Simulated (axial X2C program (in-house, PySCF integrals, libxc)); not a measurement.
## Curves of FCoF from open-shell CI on d6 s1 p(π)0

Computed with an axial X2C code built on PySCF integrals: two-component X2C with atomic mean-field Coulomb and Gaunt terms, basis F dyall-av3z, Co dyall-v3z (cores contracted in-house). Orbitals come from Hartree–Fock averaged over the configuration Co d6 s1 p(π)0; CI then distributes these electrons over the d, s, p(π) shells of Co.

Scan along the symmetric stretch (R is each bond); masses F 18.998 u, Co 58.933 u, F 18.998 u. Energies in cm⁻¹ from the lowest point; levels are followed by energy order within each Ω. Lowest level at 1.784 Å: 55% d7 + 45% d6 s1.

| R (Å) | (1)Ω=7/2 | (1)Ω=5/2 | (1)Ω=3/2 | (1)Ω=1/2 | (2)Ω=5/2 | (2)Ω=3/2 | (2)Ω=1/2 |
| --- | --- | --- | --- | --- | --- | --- | --- |
| 1.659 | 1519 | 1806 | 2113 | 2438 | 9819 | 9929 | 10050 |
| 1.722 | 0 | 282 | 587 | 912 | 7461 | 7569 | 7684 |
| 1.784 | 846 | 1123 | 1425 | 1748 | 7583 | 7687 | 7793 |
| 1.855 | 3601 | 3871 | 4169 | 4491 | 9655 | 9752 | 9847 |
| 1.927 | 7682 | 7945 | 8239 | 8561 | 13164 | 13253 | 13335 |
| 2.007 | 13148 | 13403 | 13692 | 14014 | 18104 | 18185 | 18250 |
| 2.105 | 20557 | 20801 | 21085 | 21406 | 25004 | 25074 | 25118 |

(1) Fit the curves (1)Ω=7/2, (1)Ω=5/2, (1)Ω=3/2, (1)Ω=1/2, (2)Ω=5/2, (2)Ω=3/2, (2)Ω=1/2 near their minima.

The 7 lowest curves are shown; the next is (3)Ω=1/2, from 7872 cm⁻¹.

Dynamic correlation is missing, so gaps between terms are too wide and other configurations may lie lower; the lowest level listed is that of this model, not necessarily the ground state. The lowest levels belong to d7, not to the averaged configuration, so orbitals and distance suit them less well. For d shells the ligand-field splittings (σ, π, δ) and their order can be off by a thousand cm⁻¹ or more. At most 4 roots were kept for each Ω > 0 (twice that for Ω = 0) within 3.2 eV of the lowest, so higher up levels can be missing between those listed; levels with Ω > 0 are doubly degenerate and listed once, Ω = 0 levels singly. States that fill the shells left empty in the average are placed too high. The molecule was held linear; bending was not examined.

Answers

(1) From the open-shell CI curves, Te from the lowest:

```tsv
level	Te (cm⁻¹)	Re (Å)	ωe (cm⁻¹)
(1)Ω=7/2	0	1.726	712.0
(1)Ω=5/2	282	1.726	711.5
(1)Ω=3/2	587	1.726	711.2
(1)Ω=1/2	911	1.726	711.0
(2)Ω=5/2	7276	1.748	677.9
(2)Ω=3/2	7382	1.748	677.3
(2)Ω=1/2	7494	1.749	676.4
```

Without dynamic correlation distances can be off by several hundredths of an Å (long for ionic bonds, short for multiple bonds) and the wavenumbers are rough.
